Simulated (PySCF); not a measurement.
A small calculation by hand: oscillator strength and radiative lifetime

CH4O2, SMILES OCO.

Geometry optimised at B3LYP-D3(BJ)/def2-TZVP. The values are those of a single conformer.

TDDFT-PBE0/def2-SVPD (PySCF 2.14.0) puts the first singlet state with f over 0.02 at 7.48 eV (vertical), with the transition dipole (0.447, -0.132, 0.000) in atomic units.

**Question.** Find the oscillator strength, the wavelength and the radiative lifetime that this transition would have in vacuum if emission retraced absorption.

**Answer.** 
|μ|² = 0.2172 au, so |μ| = 1.18 D. ΔE = 7.48/27.211 = 0.2749 hartree. f = (2/3) ΔE |μ|² = 0.040 (the program prints 0.040).
λ = 1239.84/7.48 = 166 nm; ν = 60330 cm⁻¹.
Einstein's coefficient A = 0.6670 ν² f s⁻¹ (ν in cm⁻¹) = 9.7e7 s⁻¹, so τ = 1/A = 10 ns. This state is S1. The figure is the radiative limit of this one transition; relaxation, internal conversion, crossing to triplets and a medium change what is measured.
